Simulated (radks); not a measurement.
Results of a calculation; reference values are marked as such.
Excited configurations of the thallium ion Tl73+: one electron is placed in a higher orbital outside [He] 2s2 2p3. The ground configuration is [He] 2s2 2p4. Code: a radial shooting solver on a logarithmic mesh with Libxc functionals. Model: scalar-relativistic Kohn-Sham, LDA (Slater exchange, Perdew-Wang correlation), spin-polarised, spherical densities, finite nucleus; open shells are filled with parallel spins first (spin-orbit coupling, left out, can overturn this in heavy ions); Fermi nuclear charge, rms radius 5.4759 fm. Excitation = E - E(ground); binding = E(ion) - E, where the ion is the core of charge +74; n* = 74/sqrt(2 binding) in atomic units. These energies are relativistic, and a one-electron ion of charge +74 with no core already has n* below n in this formula (scalar-relativistic equation, point nucleus: 3s 2.880, 4d 3.969, 4f 3.986, 5p 4.924, 6f 5.976, 7s 6.858, 7d 6.957, 7f 6.974). The quantum defect is therefore taken as that value minus n*, so that it holds no relativistic shift of the bare ion.

3s: excitation (eV) 10900.2; binding (eV) 9500.8; n* 2.800; quantum defect 0.079; eigenvalue (eV) -9440.5; <r> (bohr) 0.1587
4d: excitation (eV) 15621.7; binding (eV) 4779.4; n* 3.948; quantum defect 0.020; eigenvalue (eV) -4746.0; <r> (bohr) 0.2750
4f: excitation (eV) 15704.1; binding (eV) 4696.9; n* 3.983; quantum defect 0.003; eigenvalue (eV) -4658.7; <r> (bohr) 0.2395
5p: excitation (eV) 17266.8; binding (eV) 3134.2; n* 4.876; quantum defect 0.049; eigenvalue (eV) -3115.9; <r> (bohr) 0.4681
6f: excitation (eV) 18309.4; binding (eV) 2091.6; n* 5.968; quantum defect 0.008; eigenvalue (eV) -2078.2; <r> (bohr) 0.6404
7s: excitation (eV) 18777.9; binding (eV) 1623.1; n* 6.775; quantum defect 0.083; eigenvalue (eV) -1614.3; <r> (bohr) 0.9302
7d: excitation (eV) 18850.9; binding (eV) 1550.1; n* 6.933; quantum defect 0.024; eigenvalue (eV) -1541.2; <r> (bohr) 0.9335
7f: excitation (eV) 18864.8; binding (eV) 1536.3; n* 6.964; quantum defect 0.010; eigenvalue (eV) -1526.9; <r> (bohr) 0.9017

The Delta-SCF ionisation energy is 20401 eV (NIST Atomic Spectra Database: 19840 eV, theoretical). Self-interaction in the functional shifts the binding energies and quantum defects, so they are the method's values and not measured ones. Open shells are spherical and high-spin; term and fine-structure splittings are not resolved. Spin-orbit splitting is averaged out at the scalar-relativistic level.
